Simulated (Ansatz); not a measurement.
A short molecular-dynamics run on Al7As7H20, a nanocrystal cut from zinc blende AlAs (hydrogen-capped).

```yaml
crystal:
  periodic: [false, false, false]
  atoms:
    - {symbol: Al, position_ang: [0.760546, -3.777892, 0.758879]}
    - {symbol: Al, position_ang: [-2.312744, 2.315374, -2.310731]}
    - {symbol: Al, position_ang: [0.826347, -0.834490, -2.136361]}
    - {symbol: Al, position_ang: [-2.140624, -0.831943, 0.833037]}
    - {symbol: Al, position_ang: [0.763302, -0.765871, 3.774575]}
    - {symbol: Al, position_ang: [0.830892, 2.133714, 0.833691]}
    - {symbol: Al, position_ang: [3.776176, -0.760717, 0.757905]}
    - {symbol: As, position_ang: [-3.411893, 0.736410, -0.728048]}
    - {symbol: As, position_ang: [-0.633528, -2.124634, -0.626930]}
    - {symbol: As, position_ang: [2.036554, -2.037298, 2.031276]}
    - {symbol: As, position_ang: [-0.732240, 0.734162, -3.409918]}
    - {symbol: As, position_ang: [-0.727773, 3.411420, -0.731654]}
    - {symbol: As, position_ang: [2.119518, 0.626622, -0.630369]}
    - {symbol: As, position_ang: [-0.629633, 0.625143, 2.124431]}
    - {symbol: H, position_ang: [1.696520, -4.535816, -0.302315]}
    - {symbol: H, position_ang: [-0.293718, -4.539025, 1.700002]}
    - {symbol: H, position_ang: [-3.234527, 3.238580, -3.232272]}
    - {symbol: H, position_ang: [1.618567, -1.629182, -3.270111]}
    - {symbol: H, position_ang: [-3.276050, -1.623653, 1.626056]}
    - {symbol: H, position_ang: [-0.292410, -1.706267, 4.534594]}
    - {symbol: H, position_ang: [1.701826, 0.292176, 4.533664]}
    - {symbol: H, position_ang: [1.625751, 3.265518, 1.628504]}
    - {symbol: H, position_ang: [4.537707, -1.697773, -0.299609]}
    - {symbol: H, position_ang: [4.533100, 0.297971, 1.697444]}
    - {symbol: H, position_ang: [-4.428362, -0.035866, -1.564747]}
    - {symbol: H, position_ang: [-4.415046, 1.580532, 0.053505]}
    - {symbol: H, position_ang: [-1.556505, -2.919621, -1.549267]}
    - {symbol: H, position_ang: [2.920769, -2.921210, 2.913818]}
    - {symbol: H, position_ang: [-1.568701, -0.035894, -4.428282]}
    - {symbol: H, position_ang: [0.051838, 1.578630, -4.410801]}
    - {symbol: H, position_ang: [0.056283, 4.411831, -1.576715]}
    - {symbol: H, position_ang: [-1.561722, 4.430330, 0.040419]}
    - {symbol: H, position_ang: [2.910335, 1.550901, -1.555119]}
    - {symbol: H, position_ang: [-1.550576, 1.547800, 2.921431]}
basis:
  gaussian: {orbitals: "6-31G*"}
hamiltonian: {xc: {name: revPBE}}
md: {timestep: 2 fs, n_steps: 25, ensemble: nvt_langevin, temperature: 500, initial_velocities: maxwell_boltzmann, friction: 0.01, seed: 643}
scf: {omitted_lower_state_checks: [starts]}
```

```sh
$ ansatz run in.yaml --threads 2 --pin off --events-out ev --progress --plain --max-ram 32768MiB --backend cuda --devices 0, --max-vram 18GiB
```

```json
{"step": "0", "time (fs)": "0.0", "potential energy (eV)": "-472301.3729", "kinetic (eV)": "2.1328", "T (K)": "485"}
{"step": "1", "time (fs)": "2.0", "potential energy (eV)": "-472301.1607", "kinetic (eV)": "2.0322", "T (K)": "462"}
{"step": "2", "time (fs)": "4.0", "potential energy (eV)": "-472300.8822", "kinetic (eV)": "1.7918", "T (K)": "408"}
{"step": "3", "time (fs)": "6.0", "potential energy (eV)": "-472300.7880", "kinetic (eV)": "1.7074", "T (K)": "389"}
{"step": "4", "time (fs)": "8.0", "potential energy (eV)": "-472300.5778", "kinetic (eV)": "1.4972", "T (K)": "341"}
{"step": "5", "time (fs)": "10.0", "potential energy (eV)": "-472300.2611", "kinetic (eV)": "1.2266", "T (K)": "279"}
{"step": "6", "time (fs)": "12.0", "potential energy (eV)": "-472300.1565", "kinetic (eV)": "1.1334", "T (K)": "258"}
{"step": "7", "time (fs)": "14.0", "potential energy (eV)": "-472300.2585", "kinetic (eV)": "1.2997", "T (K)": "296"}
{"step": "8", "time (fs)": "16.0", "potential energy (eV)": "-472300.2907", "kinetic (eV)": "1.2966", "T (K)": "295"}
{"step": "9", "time (fs)": "18.0", "potential energy (eV)": "-472300.2377", "kinetic (eV)": "1.3080", "T (K)": "298"}
{"step": "10", "time (fs)": "20.0", "potential energy (eV)": "-472300.2597", "kinetic (eV)": "1.3425", "T (K)": "305"}
{"step": "11", "time (fs)": "22.0", "potential energy (eV)": "-472300.2892", "kinetic (eV)": "1.4183", "T (K)": "323"}
{"step": "12", "time (fs)": "24.0", "potential energy (eV)": "-472300.2116", "kinetic (eV)": "1.4029", "T (K)": "319"}
{"step": "13", "time (fs)": "26.0", "potential energy (eV)": "-472300.0675", "kinetic (eV)": "1.3425", "T (K)": "305"}
{"step": "14", "time (fs)": "28.0", "potential energy (eV)": "-472300.0794", "kinetic (eV)": "1.3620", "T (K)": "310"}
{"step": "15", "time (fs)": "30.0", "potential energy (eV)": "-472300.1102", "kinetic (eV)": "1.3803", "T (K)": "314"}
{"step": "16", "time (fs)": "32.0", "potential energy (eV)": "-472300.0396", "kinetic (eV)": "1.3694", "T (K)": "312"}
{"step": "17", "time (fs)": "34.0", "potential energy (eV)": "-472300.0269", "kinetic (eV)": "1.3993", "T (K)": "318"}
{"step": "18", "time (fs)": "36.0", "potential energy (eV)": "-472300.0547", "kinetic (eV)": "1.4413", "T (K)": "328"}
{"step": "19", "time (fs)": "38.0", "potential energy (eV)": "-472299.9684", "kinetic (eV)": "1.4334", "T (K)": "326"}
{"step": "20", "time (fs)": "40.0", "potential energy (eV)": "-472299.7707", "kinetic (eV)": "1.2317", "T (K)": "280"}
{"step": "21", "time (fs)": "42.0", "potential energy (eV)": "-472299.7510", "kinetic (eV)": "1.3142", "T (K)": "299"}
{"step": "22", "time (fs)": "44.0", "potential energy (eV)": "-472299.8740", "kinetic (eV)": "1.4989", "T (K)": "341"}
{"step": "23", "time (fs)": "46.0", "potential energy (eV)": "-472299.8784", "kinetic (eV)": "1.4869", "T (K)": "338"}
{"step": "24", "time (fs)": "48.0", "potential energy (eV)": "-472299.8500", "kinetic (eV)": "1.5103", "T (K)": "344"}
{"step": "25", "time (fs)": "50.0", "potential energy (eV)": "-472299.9167", "kinetic (eV)": "1.6395", "T (K)": "373"}
```

Velocities are drawn at the set temperature; a run this short doesn't reach equilibrium. Under Langevin dynamics the printed temperature counts 3N degrees of freedom, so it starts below the set value.

The 6-31G sets use Cartesian d functions.

Frames (Å, forces in eV/Å):

```xyz
34
time=0.0 fs
Al    0.761   -3.778    0.759    0.021   -0.097    0.021
Al   -2.313    2.315   -2.311   -0.084    0.085   -0.084
Al    0.826   -0.834   -2.136    0.041   -0.042   -0.105
Al   -2.141   -0.832    0.833   -0.106   -0.042    0.042
Al    0.763   -0.766    3.775    0.021   -0.021    0.096
Al    0.831    2.134    0.834    0.042    0.105    0.043
Al    3.776   -0.761    0.758    0.096   -0.021    0.022
As   -3.412    0.736   -0.728   -0.132    0.010   -0.009
As   -0.634   -2.125   -0.627   -0.014   -0.137   -0.014
As    2.037   -2.037    2.031    0.070   -0.070    0.070
As   -0.732    0.734   -3.410   -0.011    0.010   -0.131
As   -0.728    3.411   -0.732   -0.012    0.131   -0.011
As    2.120    0.627   -0.630    0.139    0.013   -0.013
As   -0.630    0.625    2.124   -0.013    0.014    0.138
H     1.697   -4.536   -0.302    0.019   -0.060   -0.037
H    -0.294   -4.539    1.700   -0.037   -0.060    0.018
H    -3.235    3.239   -3.232   -0.024    0.024   -0.024
H     1.619   -1.629   -3.270    0.044   -0.044   -0.048
H    -3.276   -1.624    1.626   -0.048   -0.044    0.043
H    -0.292   -1.706    4.535   -0.037   -0.018    0.060
H     1.702    0.292    4.534    0.018    0.037    0.061
H     1.626    3.266    1.629    0.044    0.048    0.044
H     4.538   -1.698   -0.300    0.061   -0.019   -0.037
H     4.533    0.298    1.697    0.061    0.037    0.018
H    -4.428   -0.036   -1.565   -0.090   -0.032   -0.019
H    -4.415    1.581    0.054   -0.090    0.019    0.033
H    -1.557   -2.920   -1.549   -0.063   -0.053   -0.063
H     2.921   -2.921    2.914    0.062   -0.062    0.062
H    -1.569   -0.036   -4.428   -0.018   -0.032   -0.090
H     0.052    1.579   -4.411    0.033    0.018   -0.091
H     0.056    4.412   -1.577    0.033    0.090   -0.018
H    -1.562    4.430    0.040   -0.018    0.090    0.032
H     2.910    1.551   -1.555    0.053    0.062   -0.062
H    -1.551    1.548    2.921   -0.063    0.063    0.053
34
time=10.0 fs
Al    0.765   -3.832    0.795    0.637   -0.689   -0.073
Al   -2.297    2.347   -2.304   -0.388   -0.782   -0.646
Al    0.885   -0.832   -2.122    0.423   -0.533   -0.704
Al   -2.156   -0.850    0.858   -0.533    0.088    0.364
Al    0.730   -0.699    3.807    0.321   -0.431   -0.573
Al    0.859    2.131    0.873    0.287    0.395   -0.141
Al    3.758   -0.680    0.791    0.431   -0.878   -0.191
As   -3.426    0.708   -0.723    0.006    0.772   -0.189
As   -0.647   -2.141   -0.635    0.174   -0.109   -0.005
As    2.069   -2.062    1.990    0.027    0.636    1.512
As   -0.719    0.734   -3.423   -0.336   -0.069   -2.028
As   -0.767    3.399   -0.746    1.298   -0.540    0.027
As    2.147    0.618   -0.584    0.544    1.000   -0.722
As   -0.626    0.655    2.097   -0.033    0.550    1.019
H     1.915   -4.581   -0.117   -0.491    0.175   -0.025
H    -0.209   -4.742    1.713   -0.083    0.204   -0.099
H    -3.286    3.150   -3.266   -0.005    0.122    0.026
H     1.762   -1.741   -3.216   -0.469    0.455    0.475
H    -3.355   -1.615    1.646    0.316    0.077   -0.127
H    -0.438   -1.585    4.473    0.057   -0.022    0.111
H     1.692    0.307    4.623   -0.067   -0.016   -0.013
H     1.781    3.239    1.636   -0.339   -0.168   -0.150
H     4.457   -1.769   -0.257   -0.018    0.560    0.318
H     4.497    0.317    1.817    0.059    0.007   -0.106
H    -4.521   -0.150   -1.411   -0.019    0.622    0.112
H    -4.130    2.013   -0.157   -0.217   -1.057    0.050
H    -1.574   -2.837   -1.647    0.042   -0.032    0.162
H     3.133   -2.537    3.056   -0.533   -0.299   -0.540
H    -1.666   -0.046   -4.450    0.337    0.149    0.974
H    -0.153    1.395   -4.760    0.112   -0.097    1.000
H     0.104    4.333   -1.573    0.059    0.050   -0.238
H    -1.444    4.491   -0.050   -0.786    0.977    0.715
H     3.072    1.607   -1.426   -0.627   -0.553    0.287
H    -1.242    1.725    3.085   -0.184   -0.566   -0.583
34
time=20.0 fs
Al    0.775   -3.914    0.841    0.106   -0.157   -0.272
Al   -2.290    2.361   -2.315   -0.749   -0.947   -0.732
Al    0.937   -0.815   -2.108   -1.244    0.403    0.638
Al   -2.161   -0.841    0.888    0.260   -0.128   -0.355
Al    0.715   -0.652    3.809    0.055   -0.780   -0.560
Al    0.895    2.137    0.880   -0.323    0.137   -0.405
Al    3.760   -0.630    0.819    0.226   -0.095    0.671
As   -3.446    0.681   -0.698    0.169    0.973   -0.610
As   -0.660   -2.155   -0.656    0.011   -0.167    0.270
As    2.099   -2.076    1.957   -1.110    0.858    1.048
As   -0.706    0.731   -3.446    0.217   -0.157    0.992
As   -0.797    3.400   -0.753    0.671    1.647    1.137
As    2.163    0.616   -0.545   -0.256    0.430   -0.308
As   -0.615    0.676    2.059    0.048   -0.217    0.549
H     1.912   -4.581   -0.079   -0.138   -0.086   -0.227
H    -0.274   -4.898    1.604    0.082    0.339    0.030
H    -3.254    3.151   -3.337    0.086    0.027    0.170
H     1.696   -1.750   -3.028    0.689   -0.608   -0.904
H    -3.333   -1.655    1.548   -0.186   -0.179    0.340
H    -0.524   -1.419    4.545    0.255   -0.038   -0.087
H     1.687    0.281    4.657    0.135    0.195    0.041
H     1.733    3.182    1.711    0.063    0.312    0.095
H     4.488   -1.590   -0.173    0.525   -0.261   -0.462
H     4.477    0.379    1.867   -0.047   -0.077   -0.126
H    -4.741    0.145   -1.275   -0.086   -0.241   -0.288
H    -4.162    1.916   -0.154   -0.084   -0.029    0.569
H    -1.695   -2.857   -1.591    0.378    0.151    0.226
H     3.164   -2.524    2.926    0.214   -0.628    0.321
H    -1.733   -0.164   -4.085   -0.206   -0.304   -0.364
H    -0.041    1.257   -4.676    0.159    0.302   -0.614
H     0.118    4.240   -1.662   -0.091   -0.055   -0.067
H    -1.473    4.711   -0.097    0.366   -1.043   -0.432
H     2.998    1.576   -1.359    0.196    0.256   -0.401
H    -1.377    1.656    2.928   -0.389    0.166    0.117
34
time=30.0 fs
Al    0.786   -4.006    0.875    0.411    0.751   -0.997
Al   -2.330    2.333   -2.346   -0.117   -0.535    0.122
Al    0.928   -0.812   -2.082   -0.142   -1.211   -0.837
Al   -2.143   -0.822    0.916   -0.032   -1.019   -0.704
Al    0.709   -0.639    3.814    0.727   -0.308   -0.164
Al    0.923    2.126    0.860   -0.333    1.500    0.285
Al    3.787   -0.603    0.830    0.724   -1.290   -0.653
As   -3.473    0.662   -0.688   -0.854    0.900   -0.854
As   -0.674   -2.166   -0.658    0.378   -0.095    0.716
As    2.103   -2.078    1.952   -0.474   -0.381    1.248
As   -0.689    0.729   -3.469    0.153   -0.156    0.877
As   -0.818    3.413   -0.752    0.665    0.271    0.023
As    2.165    0.624   -0.524    0.047    0.403   -0.890
As   -0.593    0.685    2.018   -0.571   -0.442    0.793
H     1.845   -4.670   -0.152   -0.114   -0.024    0.016
H    -0.288   -4.933    1.564   -0.267   -0.029    0.414
H    -3.134    3.336   -3.290   -0.147   -0.062   -0.042
H     1.823   -1.855   -3.147   -0.607    0.975    0.706
H    -3.325   -1.656    1.631    0.191    0.151    0.139
H    -0.326   -1.384    4.783   -0.153   -0.207   -0.152
H     1.756    0.336    4.571   -0.049    0.073   -0.193
H     1.529    3.284    1.869   -0.080   -0.396   -0.506
H     4.686   -1.447   -0.294   -0.267    0.328    0.455
H     4.403    0.388    1.855    0.310    0.472    0.495
H    -4.881    0.380   -1.329    0.668   -0.415    0.129
H    -4.204    1.670    0.205    0.217    0.246    0.196
H    -1.690   -2.852   -1.568   -0.019   -0.062   -0.185
H     3.113   -2.935    2.812   -0.434    0.407   -0.214
H    -1.749   -0.263   -3.906    0.054   -0.189   -0.529
H    -0.024    1.183   -4.759   -0.262    0.035   -0.290
H     0.033    4.147   -1.832   -0.263    0.131    0.406
H    -1.675    4.582   -0.208    0.382   -0.076   -0.078
H     2.861    1.574   -1.503    0.166    0.033    0.016
H    -1.652    1.572    2.668    0.089    0.223    0.253
34
time=40.0 fs
Al    0.792   -4.095    0.894   -0.377    0.977   -0.338
Al   -2.384    2.296   -2.366    0.159    0.277    0.110
Al    0.888   -0.838   -2.064   -1.033    0.474    0.940
Al   -2.106   -0.849    0.914   -0.604   -0.907   -0.590
Al    0.728   -0.627    3.823    0.628   -0.206   -0.041
Al    0.945    2.154    0.825   -0.833    1.113    0.111
Al    3.842   -0.611    0.833    0.389    0.344    0.784
As   -3.499    0.669   -0.704   -0.476    0.400    0.653
As   -0.684   -2.178   -0.651    0.127   -0.928    0.329
As    2.094   -2.081    1.966   -0.596   -0.495    0.479
As   -0.665    0.731   -3.479   -0.582   -0.259   -0.853
As   -0.839    3.429   -0.748    1.125   -1.435   -0.465
As    2.168    0.632   -0.523    0.371    0.433   -1.836
As   -0.581    0.677    1.987   -0.613   -0.065    0.833
H     1.769   -4.786   -0.164    0.047   -0.137   -0.062
H    -0.323   -4.950    1.755    0.349    0.374   -0.129
H    -3.082    3.521   -3.196   -0.062   -0.534    0.048
H     1.758   -1.605   -3.029    0.796   -0.648   -0.953
H    -3.264   -1.565    1.859    0.451    0.274   -0.349
H    -0.158   -1.453    4.907   -0.027    0.016   -0.347
H     1.784    0.463    4.395   -0.111   -0.052   -0.096
H     1.409    3.320    1.805    0.279    0.047   -0.064
H     4.876   -1.184   -0.212    0.190   -0.369   -0.230
H     4.374    0.559    1.873   -0.172   -0.401   -0.166
H    -4.854    0.160   -1.336    0.521    0.257    0.561
H    -3.985    1.471    0.626   -0.064   -0.271   -1.376
H    -1.645   -3.013   -1.549    0.198    0.349    0.091
H     2.944   -3.129    2.726    0.087    0.380    0.216
H    -1.585   -0.339   -4.114    0.005    0.028    0.287
H    -0.311    1.180   -4.947    0.127    0.125    0.735
H    -0.095    4.306   -1.736    0.210    0.190   -0.198
H    -1.711    4.497   -0.288   -0.835    1.161    0.809
H     2.767    1.500   -1.732   -0.103   -0.424    0.908
H    -1.713    1.606    2.514    0.427   -0.090    0.200
34
time=50.0 fs
Al    0.800   -4.122    0.922    0.499    1.356   -0.798
Al   -2.431    2.270   -2.385    0.708   -0.407    0.379
Al    0.822   -0.847   -2.039    1.167   -0.019   -0.560
Al   -2.068   -0.896    0.874   -0.218    0.643   -0.895
Al    0.789   -0.631    3.817    0.122   -0.449   -0.673
Al    0.926    2.208    0.815   -0.258    0.642    0.088
Al    3.907   -0.640    0.843    0.116    0.018   -0.049
As   -3.522    0.693   -0.711    1.918   -0.034    0.297
As   -0.680   -2.204   -0.614    0.730   -1.120    0.026
As    2.076   -2.088    1.980   -0.417    0.227   -0.329
As   -0.659    0.727   -3.493   -1.169   -0.443    0.051
As   -0.854    3.446   -0.743   -0.544    1.041    0.092
As    2.174    0.656   -0.549   -0.153   -0.626   -0.556
As   -0.575    0.663    1.961    0.208   -0.027    0.754
H     1.694   -4.964   -0.160   -0.265    0.128    0.275
H    -0.250   -4.657    1.958   -0.322   -0.264    0.241
H    -3.077    3.402   -3.258   -0.413    0.110   -0.325
H     1.890   -1.489   -3.197   -0.754    0.170    0.662
H    -3.073   -1.399    1.935   -0.603   -0.464    0.372
H    -0.053   -1.676    4.753    0.096    0.372   -0.166
H     1.736    0.589    4.220    0.090   -0.022    0.297
H     1.632    3.351    1.690   -0.024   -0.021   -0.074
H     5.139   -1.141   -0.114   -0.426   -0.218    0.122
H     4.300    0.606    1.764    0.051   -0.003    0.365
H    -4.740   -0.008   -1.101   -1.317   -0.467   -0.465
H    -4.020    1.494    0.446   -0.552    0.549    0.300
H    -1.520   -3.076   -1.549   -0.228    0.139   -0.094
H     2.841   -3.066    2.814    0.605   -0.318    0.674
H    -1.418   -0.453   -4.180   -0.062    0.411    0.247
H    -0.454    1.415   -4.832    0.488    0.133   -0.141
H    -0.152    4.481   -1.654    0.024   -0.284   -0.013
H    -1.816    4.627   -0.186    0.718   -1.023   -0.101
H     2.833    1.387   -1.697    0.291    0.321   -0.162
H    -1.532    1.661    2.618   -0.106   -0.052    0.160
```

Hardware: 2 threads of AMD EPYC 7R13 on a shared host and a share (18 GiB) of an NVIDIA H100 80GB HBM3. Wall time 2.9 min, peak host memory 1.2 GiB.
